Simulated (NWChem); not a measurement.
The numbers come from NWChem runs, not from measurements. System: H2OSi, charge 0, spin multiplicity 1, displaced from the optimised geometry. Level: CR-CCSD(T)/cc-pVDZ, 6 core orbitals frozen, spin-restricted.

Input file:

```
start mol
memory heap 100 mb stack 700 mb global 1900 mb
geometry units angstroms nocenter noautoz noautosym
  Si     0.000000     0.000000     0.440978
  O      0.000000     0.000000    -1.091069
  H     -3.088377     0.000000     2.532103
  H      1.235351     0.000000     1.277428
end
basis spherical
  * library cc-pvdz
end
scf
  rhf
  nopen 0
  maxiter 100
  thresh 1e-7
  semidirect memsize 60000000 filesize 0
end
tce
  freeze core 6
  cr-ccsd(t)
  2eorb
  2emet 13
  thresh 1e-6
  maxiter 100
  tilesize 24
end
task tce energy
```

Output (cleaned and shortened):

```
             Northwest Computational Chemistry Package (NWChem) 7.3.0
             --------------------------------------------------------

                                NWChem Input Module
                                -------------------

 Scaling coordinates for geometry "geometry" by  1.889725989
 (inverse scale =  0.529177249)

                             Geometry "geometry" -> ""
                             -------------------------

 Output coordinates in angstroms (scale by  1.889725989 to convert to a.u.)

  No.       Tag          Charge          X              Y              Z
 ---- ---------------- ---------- -------------- -------------- --------------
    1 Si                  14.0000     0.00000000     0.00000000     0.44097800
    2 O                    8.0000     0.00000000     0.00000000    -1.09106900
    3 H                    1.0000    -3.08837700     0.00000000     2.53210300
    4 H                    1.0000     1.23535100     0.00000000     1.27742800

 Effective nuclear repulsion energy (a.u.)      48.2290989924

            Nuclear Dipole moment (a.u.)
            ----------------------------
        X                 Y               Z
 ---------------- ---------------- ----------------
    -3.5017113897     0.0000000000     2.3709843958


 Summary of "ao basis" -> "" (spherical)
 ------------------------------------------------------------------------------
       Tag                 Description            Shells   Functions and Types
 ---------------- ------------------------------  ------  ---------------------
 *                          cc-pvdz                   on all atoms

 Summary of "ao basis" -> "ao basis" (spherical)
 ------------------------------------------------------------------------------
       Tag                 Description            Shells   Functions and Types
 ---------------- ------------------------------  ------  ---------------------
 Si                         cc-pvdz                  8       18   4s3p1d
 O                          cc-pvdz                  6       14   3s2p1d
 H                          cc-pvdz                  3        5   2s1p

                                 NWChem SCF Module
                                 -----------------

  ao basis        = "ao basis"
  functions       =    42
  atoms           =     4
  closed shells   =    12
  open shells     =     0
  charge          =   0.00
  wavefunction    = RHF
  use symmetry    = F
  symmetry adapt  = F

 Summary of "ao basis" -> "ao basis" (spherical)
 ------------------------------------------------------------------------------
       Tag                 Description            Shells   Functions and Types
 ---------------- ------------------------------  ------  ---------------------
 Si                         cc-pvdz                  8       18   4s3p1d
 O                          cc-pvdz                  6       14   3s2p1d
 H                          cc-pvdz                  3        5   2s1p

 Forming initial guess at       0.1s

      Superposition of Atomic Density Guess
      -------------------------------------

 Sum of atomic energies:        -364.59749703

      Non-variational initial energy
      ------------------------------

 Total energy =    -364.556149
 1-e energy   =    -600.373021
 2-e energy   =     187.587773
 HOMO         =      -0.207824
 LUMO         =      -0.154486

 Starting SCF solution at       0.7s

 ----------------------------------------------
         Quadratically convergent ROHF

 Convergence threshold     :          1.000E-07
 Maximum no. of iterations :          100
 Final Fock-matrix accuracy:          1.000E-09
 ----------------------------------------------

              iter       energy          gnorm     gmax       time
             ----- ------------------- --------- --------- --------
                 1     -364.5250272083  1.42D+00  3.92D-01      0.7
                 2     -364.6761778673  3.45D-01  1.29D-01      0.7
                 3     -364.6864206533  1.78D-01  5.34D-02      0.7
                 4     -364.6898766111  1.36D-02  3.53D-03      0.7
                 5     -364.6899142386  9.81D-05  3.51D-05      0.7
                 6     -364.6899142413  9.49D-09  3.49D-09      0.8

       Final RHF  results
       ------------------

         Total SCF energy =   -364.689914241260
      One-electron energy =   -600.584392080063
      Two-electron energy =    187.665378846421
 Nuclear repulsion energy =     48.229098992382

        Time for solution =      0.1s

             Final eigenvalues
             -----------------

              1
    1  -68.9084
    2  -20.5664
    3   -6.2506
    4   -4.3560
    5   -4.3552
    6   -4.3537
    7   -1.2872
    8   -0.7007
    9   -0.5578
   10   -0.5038
   11   -0.4909
   12   -0.2962
   13   -0.0980
   14    0.0215
   15    0.1479
   16    0.2037
   17    0.3245
   18    0.4189
   19    0.4246
   20    0.4726
   21    0.5046
   22    0.5157

                       ROHF Final Molecular Orbital Analysis
                       -------------------------------------

 Vector   10  Occ=2.000000D+00  E=-5.037702D-01
              MO Center= -8.1D-02, -4.2D-16, -7.9D-01, r^2= 1.2D+00
   Bfn.  Coefficient  Atom+Function         Bfn.  Coefficient  Atom+Function
  ----- ------------  ---------------      ----- ------------  ---------------
    22      0.543318  2 O  px                25      0.397537  2 O  px
     8      0.167143  1 Si px

 Vector   11  Occ=2.000000D+00  E=-4.909448D-01
              MO Center=  8.8D-04,  8.0D-16, -8.4D-01, r^2= 1.0D+00
   Bfn.  Coefficient  Atom+Function         Bfn.  Coefficient  Atom+Function
  ----- ------------  ---------------      ----- ------------  ---------------
    23      0.539386  2 O  py                26      0.406721  2 O  py
     9      0.219258  1 Si py                12      0.154866  1 Si py

 Vector   12  Occ=2.000000D+00  E=-2.961770D-01
              MO Center= -1.9D+00, -5.7D-16,  1.7D+00, r^2= 4.4D+00
   Bfn.  Coefficient  Atom+Function         Bfn.  Coefficient  Atom+Function
  ----- ------------  ---------------      ----- ------------  ---------------
    34      0.486117  3 H  s                  4      0.415542  1 Si s
    33      0.307583  3 H  s                 39     -0.230333  4 H  s
    13      0.161114  1 Si pz                22      0.159319  2 O  px
     8     -0.152415  1 Si px

 Vector   13  Occ=0.000000D+00  E=-9.800702D-02
              MO Center= -1.4D+00, -6.6D-16,  1.5D+00, r^2= 4.9D+00
   Bfn.  Coefficient  Atom+Function         Bfn.  Coefficient  Atom+Function
  ----- ------------  ---------------      ----- ------------  ---------------
     4      0.571902  1 Si s                 34     -0.447160  3 H  s
    39     -0.375864  4 H  s                 33     -0.278807  3 H  s
     8     -0.216632  1 Si px                 3      0.179505  1 Si s
    38     -0.173572  4 H  s                 13      0.170260  1 Si pz
    10      0.158909  1 Si pz

 Vector   14  Occ=0.000000D+00  E= 2.149925D-02
              MO Center=  2.0D-02,  9.5D-16,  4.7D-01, r^2= 3.0D+00
   Bfn.  Coefficient  Atom+Function         Bfn.  Coefficient  Atom+Function
  ----- ------------  ---------------      ----- ------------  ---------------
    12      0.735049  1 Si py                 9      0.335381  1 Si py
    26     -0.314974  2 O  py                23     -0.257885  2 O  py

 Vector   15  Occ=0.000000D+00  E= 1.478903D-01
              MO Center=  2.9D-01,  2.3D-16,  3.1D-01, r^2= 3.7D+00
   Bfn.  Coefficient  Atom+Function         Bfn.  Coefficient  Atom+Function
  ----- ------------  ---------------      ----- ------------  ---------------
    13      0.888131  1 Si pz                 4     -0.788017  1 Si s
    21      0.605598  2 O  s                 11     -0.329613  1 Si px
    39      0.303558  4 H  s                 16      0.230217  1 Si d  0
    24      0.164969  2 O  pz                27      0.156354  2 O  pz

 center of mass
 --------------
 x =  -0.07674070 y =   0.00000000 z =  -0.05239249

 moments of inertia (a.u.)
 ------------------
         116.246150344407           0.000000000000          22.649966375275
           0.000000000000         155.795339437088           0.000000000000
          22.649966375275           0.000000000000          39.549189092681

  Mulliken analysis of the total density
  --------------------------------------

    Atom       Charge   Shell Charges
 -----------   ------   -------------------------------------------------------
    1 Si  14    13.29   2.00  2.01  0.77  0.51  6.00  1.10  0.59  0.30
    2 O    8     8.53   2.00  0.86  0.97  2.71  1.97  0.01
    3 H    1     1.16   0.41  0.75  0.00
    4 H    1     1.02   0.68  0.32  0.01

       Multipole analysis of the density wrt the origin
       ------------------------------------------------

     L   x y z        total         open         nuclear
     -   - - -        -----         ----         -------
     0   0 0 0     -0.000000      0.000000     24.000000

     1   1 0 0      1.083010      0.000000     -3.501711
     1   0 1 0     -0.000000      0.000000      0.000000
     1   0 0 1      0.934109      0.000000      2.370984

     2   2 0 0    -19.581163      0.000000     39.510843
     2   1 1 0      0.000000      0.000000      0.000000
     2   1 0 1      4.243727      0.000000    -22.290643
     2   0 2 0    -13.460863      0.000000      0.000000
     2   0 1 1      0.000000      0.000000      0.000000
     2   0 0 2    -20.239786      0.000000     72.454334

                   NWChem Extensible Many-Electron Theory Module
                   ---------------------------------------------


            General Information
            -------------------
      Number of processors :     1
         Wavefunction type : Restricted Hartree-Fock
          No. of electrons :    24
           Alpha electrons :    12
            Beta electrons :    12
           No. of orbitals :    84
            Alpha orbitals :    42
             Beta orbitals :    42
        Alpha frozen cores :     6
         Beta frozen cores :     6
     Alpha frozen virtuals :     0
      Beta frozen virtuals :     0
         Spin multiplicity : singlet
    Number of AO functions :    42
       Number of AO shells :    20
        Use of symmetry is : off
      Symmetry adaption is : off
         Schwarz screening : 0.10D-09

          Correlation Information
          -----------------------
          Calculation type : Coupled-cluster singles & doubles w/ perturbation
   Perturbative correction : Completely renormalized (T)
            Max iterations :      100
        Residual threshold : 0.10D-05
     T(0) DIIS level shift : 0.00D+00
     L(0) DIIS level shift : 0.00D+00
     T(1) DIIS level shift : 0.00D+00
     L(1) DIIS level shift : 0.00D+00
     T(R) DIIS level shift : 0.00D+00
     T(I) DIIS level shift : 0.00D+00
   CC-T/L Amplitude update :  5-th order DIIS
                I/O scheme : Global Array Library
        L-threshold :  0.10D-05
        EOM-threshold :  0.10D-05
 no EOMCCSD initial starts read in
 TCE RESTART OPTIONS
 SLICE:      F
 D4D5:       F
 quantumc:   F
 qrotation:  F
 pwtce:      F
 qducc:      F
 nacto:                         0
 nrotv:                         0
 nrot:                          0

            Memory Information
            ------------------
          Available GA space size is     249035036 doubles
          Available MA space size is     104853956 doubles

 Maximum block size supplied by input
 Maximum block size        24 doubles

 tile_dim =     15

 -------------------------------------------------

 Global array virtual files algorithm will be used

 Parallel file system coherency ......... OK

 4-electron integrals stored in orbital form

 v2    file size   =           481626
 4-index algorithm nr.  13 is used
 imaxsize =       30
 imaxsize ichop =        0


CCSD iterations
 ---------------------------------------------------------
 Iter          Residuum       Correlation     Cpu    Wall
 ---------------------------------------------------------
    1   0.1811018834313  -0.3476104487694     0.0     0.0
    2   0.0668014918146  -0.3617384257395     0.0     0.0
    3   0.0487080165695  -0.3808468865112     0.0     0.0
    4   0.0291738094821  -0.3842783725682     0.0     0.0
    5   0.0378715203477  -0.3891544651257     0.0     0.0
    6   0.0064213428401  -0.3913551773957     0.0     0.0
    7   0.0038333524255  -0.3917381877512     0.0     0.0
    8   0.0023784512358  -0.3914552897689     0.0     0.0
    9   0.0021260999787  -0.3918164304525     0.0     0.0
   10   0.0012596389616  -0.3916797726103     0.0     0.0
   11   0.0005378638338  -0.3919117572726     0.0     0.0
   12   0.0004300230454  -0.3918982112171     0.0     0.0
   13   0.0002951877363  -0.3919233369127     0.0     0.0
   14   0.0003555973029  -0.3919199698323     0.0     0.0
   15   0.0002918843699  -0.3919269796617     0.0     0.0
   16   0.0000472592586  -0.3919342442770     0.0     0.0
   17   0.0000346571398  -0.3919338665155     0.0     0.0
   18   0.0000198682650  -0.3919325207827     0.0     0.0
   19   0.0000258865907  -0.3919345469843     0.0     0.0
   20   0.0000190923507  -0.3919335318129     0.0     0.0
   21   0.0000051197167  -0.3919350068374     0.0     0.0
   22   0.0000039692048  -0.3919347658231     0.0     0.0
   23   0.0000025831084  -0.3919350694617     0.0     0.0
   24   0.0000028105229  -0.3919349594442     0.0     0.0
   25   0.0000019928967  -0.3919350910387     0.0     0.0
   26   0.0000004636967  -0.3919351348857     0.0     0.0
 -----------------------------------------------------------------
 Iterations converged
 CCSD correlation energy / hartree =        -0.391935134885741
 CCSD total energy / hartree       =      -365.081849376145271

 Singles contributions
    13a   (alpha) ---    12a   (alpha)        0.1168706766

 Doubles contributions
    13a   (alpha)    13a   (beta ) ---    12a   (alpha)    12a   (beta )       -0.6742763073
 CR-CCSD(T)

 CR-CCSD[T]  correction energy / hartree =        -0.021229035247507
 CR-CCSD[T] correlation energy / hartree =        -0.413164170133248
 CR-CCSD[T] total energy / hartree       =      -365.103078411392801
 CR-CCSD(T)  correction energy / hartree =        -0.019457236952236
 CR-CCSD(T) correlation energy / hartree =        -0.411392371837977
 CR-CCSD(T) total energy / hartree       =      -365.101306613097506

 Task  times  cpu:        6.3s     wall:        6.3s

 Total times  cpu:        6.4s     wall:        6.4s
```
